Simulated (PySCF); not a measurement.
## Electron correlation in Ti⁺ (titanium, charge +1)

[Ar] 3d1 4s1 4p1, one real determinant (an excited configuration). All numbers are calculated (PySCF 2.14, no relativity, point nucleus, in aug-cc-pwCVTZ (10s9p7d4f3g, 127 functions)). Frozen: [Ne]; 11 electrons correlated.

MP2 pair energies summed by pair of shells (mhartree):

| pair | energy | share (%) |
| --- | --- | --- |
| 3p-3p | -172.96 | 53.0 |
| 3s-3p | -50.72 | 15.5 |
| 3p-3d | -46.27 | 14.2 |
| 3p-4s | -18.19 | 5.6 |
| 3p-4p | -9.53 | 2.9 |
| 3s-3s | -9.41 | 2.9 |
| 3s-3d | -8.46 | 2.6 |
| 3d-4s | -3.48 | 1.1 |
| 4s-4p | -2.85 | 0.9 |
| 3s-4s | -1.96 | 0.6 |
| 3d-4p | -1.73 | 0.5 |
| 3s-4p | -0.97 | 0.3 |

Total MP2 correlation energy: -326.53 mhartree.

Same-spin part -89.54 and opposite-spin part -236.99 mhartree; SCS-MP2 scales them by 1/3 and 6/5 to -314.23 mhartree.

The reference is one real determinant that mixes LS terms of this configuration.
